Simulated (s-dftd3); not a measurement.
O$_{4}$Ru, triplet, geometry from GFN2-xTB (such geometries of metal compounds can be far from the true shape) (the multiplicity is a formal guess); D3(bjm) for bp86 (s-dftd3).

Input for s-dftd3:
```
$ s-dftd3 mol.xyz --bjm bp86 --json dftd3.json --noedisp --grad

# file mol.xyz
5

Ru     0.01430486    -0.02340224    -0.12950598
O      1.17675629     0.70822560    -0.92296003
O      0.49309506    -0.54979544     1.45089418
O     -0.98119096    -1.02816347    -0.84754838
O     -0.76733713     0.99844565     1.03189713
```

**Question.** Predict the main parts of the log of this s-dftd3 run.

**Answer.** 
```
-----------------------------------
 s i m p l e   D F T - D 3  v1.4.0
-----------------------------------

Rational (Becke-Johnson) damping: bp86-D3(BJ)
---------------------
  s6         1.0000
  s8         3.1403
  s9         0.0000
  a1         0.8218
  a2         2.7282
 alp        14.0000
--------------------

Dispersion energy:      -4.8427359422847E-03 Eh

Gradient norm:           4.1554377838862E-04 Eh/a0
--------------------------------------------------
     #    Z           dE/dx      dE/dy      dE/dz
--------------------------------------------------
     1   44 Ru   -2.851E-09  4.664E-09  2.581E-08
     2    8 O     1.653E-04  9.344E-05 -1.519E-04
     3    8 O     2.649E-05 -2.594E-05  1.608E-04
     4    8 O    -1.329E-04 -1.464E-04 -1.414E-04
     5    8 O    -5.888E-05  7.893E-05  1.324E-04
--------------------------------------------------

Virial:
--------------------------------------------------
      component           x          y          z
--------------------------------------------------
          x       7.239E-04  3.407E-04 -1.176E-04
          y       3.407E-04  5.855E-04  1.544E-04
          z      -1.176E-04  1.544E-04  1.191E-03
--------------------------------------------------

[Info] JSON dump of results written to 'dftd3.json'
```
